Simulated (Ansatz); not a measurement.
Cl6W, charge -1, doublet, geometry from GFN2-xTB (such geometries of metal compounds can be far from the true shape) (the multiplicity is a formal guess) (core potentials on W) (a gas-phase anion, which may not be bound at this level); PBE/def2-SVP run with Ansatz (a first-principles code).

The Ansatz input:
Ansatz 0.2 input:
```yaml
crystal:
  periodic: [false, false, false]
  atoms:
    - {symbol: W, position_ang: [0.00000000, 0.00000000, -0.00000000]}
    - {symbol: Cl, position_ang: [2.07455780, 0.87757364, -0.67268302]}
    - {symbol: Cl, position_ang: [0.67918632, 0.11721468, 2.24753079]}
    - {symbol: Cl, position_ang: [-0.67918632, -0.11721468, -2.24753079]}
    - {symbol: Cl, position_ang: [-2.07455780, -0.87757364, 0.67268302]}
    - {symbol: Cl, position_ang: [-0.87255021, 2.17774040, 0.15010296]}
    - {symbol: Cl, position_ang: [0.87255021, -2.17774040, -0.15010296]}
basis:
  gaussian:
    orbitals: def2-SVP
    symmetry_tolerance_ang: 0.01
hamiltonian:
  xc: pbe
total_charge: -1
magnetization: {spin_polarized: true, initial_magnetization: 1}
```

Output, abridged:

```
Functional definition: PBE
1477 factors; their error is unknown
mean field evaluation 1: about -76914.7727 eV, gradient 2.8e1 eV
mean field evaluation 2: about -76772.2635 eV, gradient 1.6e2 eV
mean field evaluation 4: about -76917.4589 eV, gradient 1.5e1 eV
mean field evaluation 8: about -76918.9560 eV, gradient 1.8e0 eV
mean field evaluation 16: about -76919.0098 eV, gradient 3.4e-2 eV
mean field evaluation 32: about -76918.9175 eV, gradient 1.6e-4 eV
mean field evaluation 64: about -76915.7856 eV, gradient 2.0e-6 eV
mean field evaluation 96: about -76916.1633 eV, gradient 8.8e-1 eV
mean field evaluation 128: about -76918.9086 eV, gradient 2.3e-1 eV
mean field evaluation 160: about -76914.0711 eV, gradient 1.8e1 eV
mean field evaluation 192: about -76916.3464 eV, gradient 3.2e0 eV
mean field evaluation 224: about -76918.9136 eV, gradient 8.3e-1 eV
mean field -76918.91752589 eV, -2826.7180815615 hartree, gradient 6.6e-6 eV, S^2 0.754405; 16 other end points of the search recorded, 0 dependent functions left out
reference -76918.91759625 eV, -2826.7180841472 hartree; 59, 58 occupied and 81, 82 virtual orbitals, 1477 factors
Total energy: -76918.91759625 eV, -2826.7180841472 hartree
```
